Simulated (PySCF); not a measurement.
# Löwdin shares of the frontier orbitals

Species: CH6B2O2.
Cartesian coordinates in Å at the PBE0-D3(BJ)/def2-SVP level; atoms count from 1:
```
atom  x, y, z in Å
B1     1.7582   -0.5815    0.4131
O2     0.6271   -0.0555   -0.0564
B3    -0.4390    0.5327   -0.6446
O4    -1.7025    0.2354   -0.2835
C5    -2.0417   -0.6910    0.7159
H6     2.3003   -0.0561    1.3617
H7     2.2032   -1.5814   -0.1084
H8    -0.2704    1.3516   -1.5127
H9    -1.1933   -0.9251    1.3780
H10   -2.8590   -0.2731    1.3218
H11   -2.3971   -1.6267    0.2557
```

Computed, not measured: PySCF, TDDFT CAM-B3LYP/def2-SVPD, vertical, gas phase, core orbitals frozen in the response.

Kohn–Sham orbitals with the atoms that hold most of them (Löwdin shares over 4%, at most four atoms; ? is withheld):

```csv
orbital,ε (eV),atoms
HOMO-3,-11.39,"O2 30%, B3 20%, O4 18%, H8 16%"
HOMO-2,-10.95,"O4 34%, C5 16%, B1 11%, H11 8%"
HOMO-1,-10.91,?
HOMO,-9.76,?
LUMO,?,"B1 44%, O2 24%, H6 12%, H7 11%"
LUMO+1,0.97,"B3 35%, B1 29%, C5 12%, H11 5%"
LUMO+2,1.42,"O2 28%, B3 28%, O4 22%, H8 12%"
```

Problem. Which atoms hold the HOMO, and with what shares?

Solution. O2 (bonded to 2 B) 26%; B1 (bonded to O and 2 H) 21%; O4 (bonded to B and C) 18%; H6 (bonded to B) 12%. By element: oxygen 44%, boron 21% or more, hydrogen 12% or more.

Problem. Which atoms hold the HOMO-1, and with what shares?

Solution. O4 (bonded to B and C) 44%; C5 (bonded to O and 3 H) 16%; B3 (bonded to 2 O and H) 11%; H8 (bonded to B) 9%.

Problem. What is the LUMO energy, and the HOMO–LUMO gap?

Solution. ε(LUMO) = 0.23 eV; the gap is 9.99 eV (0.3670 hartree).

Problem. How does S1 compare with the orbital gap of 9.99 eV?

Solution. S1 is at 5.78 eV (f = 0.0000), 4.21 eV below the gap, made of HOMO→LUMO (86%), HOMO-2→LUMO (10%). 

Problem. Give energy, strength and leading configuration of S1, S2 and S4, and follow the Löwdin shares of the leading atoms from the occupied to the empty orbital.

Solution. 
- S1 (5.78 eV, f 0.0000), HOMO→LUMO (86%): O2 26% → 24%, B1 21% → 44%
- S2 (7.89 eV, f 0.0085), HOMO→LUMO+1 (89%): O2 26% → at most 5%, B1 21% → 29%, B3 at most 13% → 35%
- S4 (8.30 eV, f 0.0029), HOMO-2→LUMO (74%): O4 34% → at most 10%, C5 16% → at most 10%, B1 11% → 44%, O2 at most 9% → 24%

Löwdin shares depend on the basis, the more so with diffuse functions.

One conformer stands for the species.
